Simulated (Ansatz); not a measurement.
Gas-phase electronic energies from Ansatz, PBE0-D4/def2-TZVP geometries. CCSD(T)/CBS is the MP2 limit (def2-TZVPP, def2-QZVPP) plus CCSD(T) − MP2 in def2-TZVPP, frozen cores. Elements past krypton have def2 core potentials. For Ge, Ta outer-core shells are correlated without core-valence functions, which leaves a few kJ/mol of doubt a bond. Scalar relativity is left out up to krypton. Each species was taken in one conformer, which may not be the lowest.

`[CH3][Ta]([OH])([OH])=[S]` + `N=[C](O)[GeH2][OH]` → `[OH][Ta]([OH])([OH])=[S]` + `C[C](=N)[GeH2][OH]`  (redistribution)

| species | SCS-MP2/def2-TZVPP energy (Eh) |
| --- | --- |
| `[CH3][Ta]([OH])([OH])=[S]` | -645.91620 |
| `N=[C](O)[GeH2][OH]` | -2321.50462 |
| `[OH][Ta]([OH])([OH])=[S]` | -681.87394 |
| `C[C](=N)[GeH2][OH]` | -2285.59839 |

Work out ΔE.

ΔE = (-681.87394) + (-2285.59839) − (-645.91620) − (-2321.50462) = -0.05151 Eh = -135.2 kJ/mol. CCSD(T)/CBS gives -135.9 kJ/mol.

Largest T1 diagnostic among the species: 0.020, so the coupled-cluster value is less sure than usual.

From PBE to PBE0 (25 % exact exchange), in def2-TZVPP and without D4, ΔE moves by −3.1 kJ/mol. In def2-TZVPP, CCSD(T) changes the Hartree–Fock value by +4.7 kJ/mol (the triples alone add +1.3 kJ/mol) and MP2 by +3.2 kJ/mol.
